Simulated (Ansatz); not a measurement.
# InHCl (SMILES [Cl][InH]): the energy, rung by rung

The species is InHCl (3 atoms), meant as a doublet with charge 0. As SMILES, `[Cl][InH]`. The shape is that of a PBE0-D4/def2-TZVP optimisation.

```csv
atom,x (Å),y (Å),z (Å)
Cl,-1.6498,0.3968,-0.8674
In,0.4095,0.5424,0.2861
H,1.2294,-1.0039,0.5681
```

Quantity: the energy change with the In2–H3 bond stretched from 1.773 to 3.546 Å, in eV. The values are calculated.

```csv
level,kind,program,value (eV),less FCI/STO-3G,CPU time (all runs)
UPBE/STO-3G,GGA,Ansatz,2.86,+0.63,6.2 s
U-r2SCAN/STO-3G,meta-GGA,Ansatz,2.98,+0.75,18 s
UPBE0/STO-3G,global hybrid,Ansatz,2.77,+0.54,6.7 s
U-wB97X/STO-3G,range-separated hybrid,Ansatz,2.91,+0.68,29 s
UCAM-B3LYP/STO-3G,range-separated hybrid,Ansatz,2.92,+0.69,8.2 s
UB2PLYP/STO-3G,double hybrid,Ansatz,2.61,+0.38,8.3 s
UCCSD/STO-3G,coupled cluster or CI,Ansatz,2.22,-0.01,2.6 s
UCCSDT(Q)/STO-3G,coupled cluster or CI,Ansatz,2.23,0.00,13 s
FCI/STO-3G,exact in the basis,Ansatz,2.23,0.00,4.4 s
```

FCI/STO-3G is exact within its basis and frozen core, so for wave-function methods in that basis the difference is their error; functionals converge differently with the basis, so for them it is only a difference. All-electron rows without a relativistic Hamiltonian named are non-relativistic. The first shape isn't each level's own minimum. The values span 2.22 to 2.98 eV. All rows use very small basis sets, so even the best lies far from the true value. In the correlated wave-function rows the outer d shell of In is correlated, in sets not made for it. Times are those of the runs behind each value, whatever else they computed, on shared processors of several kinds: orders of magnitude only.
